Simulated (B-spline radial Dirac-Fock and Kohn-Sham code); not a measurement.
## Two-hole binding energies of Au⁵⁴⁺

System: gold as Au⁵⁴⁺, configuration [Ar] 3d7.

Input file task.json (cfg lists n, l and occupation; rrms is the nuclear radius in fm):

```json
{"items": [{
  "Z": 79,
  "q": 54,
  "cfg": [[1, 0, 2], [2, 0, 2], [2, 1, 6], [3, 0, 2], [3, 1, 6], [3, 2, 7]],
  "A": 197,
  "rrms": 5.4371,
  "do": ["binding", "quiet", "double"]
}]}
```

Run with: `python xray_run.py task.json out`

Calculated with a radial atomic solver, using multi-electron Dirac-Fock with separately optimised hole states, Breit and Lamb-shift corrections added in first order. U is the two-hole binding energy less the two single-hole energies, the effective repulsion of the holes after relaxation. Each two-hole energy is an average over J within one jj subconfiguration.

| holes | E(a) (eV) | E(b) (eV) | E(ab) (eV) | U (eV) |
| --- | --- | --- | --- | --- |
| 1s⁻² | 84154.9 | 84154.9 | 169944.6 | 1634.7 |
| 1s⁻¹ 2p1/2⁻¹ | 84154.9 | 17097.3 | ? | ? |
| 1s⁻¹ 2p3/2⁻¹ | 84154.9 | 15266.1 | 99872.2 | 451.1 |
| 1s⁻¹ 3p1/2⁻¹ | 84154.9 | 6221.5 | 90591.7 | 215.2 |
| 2s⁻¹ 2p1/2⁻¹ | 17702.2 | 17097.3 | 35114.5 | 315.0 |
| 2p1/2⁻² | 17097.3 | 17097.3 | 34596.0 | 401.4 |
| 2s⁻¹ 2p3/2⁻¹ | 17702.2 | 15266.1 | 33263.5 | 295.2 |
| 2p1/2⁻¹ 2p3/2⁻¹ | 17097.3 | 15266.1 | 32710.8 | 347.4 |
| 2p3/2⁻² | 15266.1 | 15266.1 | 30866.4 | 334.2 |
| 2s⁻¹ 3p1/2⁻¹ | 17702.2 | 6221.5 | 24099.3 | 175.5 |
| 2p1/2⁻¹ 3s⁻¹ | 17097.3 | 6480.2 | 23747.6 | 170.1 |
| 2p3/2⁻¹ 3s⁻¹ | 15266.1 | 6480.2 | 21913.0 | 166.7 |
| 2p3/2⁻¹ 3p1/2⁻¹ | 15266.1 | 6221.5 | 21665.8 | 178.1 |
| 3p1/2⁻¹ 3p3/2⁻¹ | 6221.5 | 5778.7 | 12129.5 | 129.2 |

Q: Give the missing two-hole energy and U.

A: E(ab) = 101799.4 eV and U = 547.1 eV.
